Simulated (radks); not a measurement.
Question: These are the eigenvalues of the occupied orbitals of an atom or ion with whole-number occupations (hartree). All-electron calculation, Dirac Kohn-Sham, LB94 model potential, spin-unpolarised, spherical densities, finite nucleus; Fermi nuclear charge, rms radius of each element as measured or else 0.836 A^(1/3) + 0.57 fm. Program: a radial shooting solver on a logarithmic mesh with Libxc functionals.

| orbital | eigenvalue |
|---|---|
| 1s1/2 | -1498.312 |
| 2s1/2 | -251.7272 |
| 2p1/2 | -238.7126 |
| 2p3/2 | -222.1300 |
| 3s1/2 | -64.74956 |
| 3p1/2 | -59.17981 |
| 3p3/2 | -55.91146 |
| 3d3/2 | -46.14846 |
| 3d5/2 | -45.43985 |
| 4s1/2 | -22.63080 |
| 4p1/2 | -20.51535 |
| 4p3/2 | -19.73486 |
| 4d3/2 | -16.20817 |
| 4d5/2 | -16.05712 |

Which element is it, and in what charge state? The configuration may be excited. Open shells, if any, fill j = l - 1/2 first.

Answer: Z = 58, cerium, charge +16: Ce16+ in [Kr] 4d6. The list shows which subshells hold electrons but not how many an open one holds; the 1s level, -1498.3 hartree, gives Z - s = 54.7 by -(Z - s)^2/2, which with screening and relativity narrows Z to a few neighbours, and the depths of the outer levels then fix element, charge and occupations together.
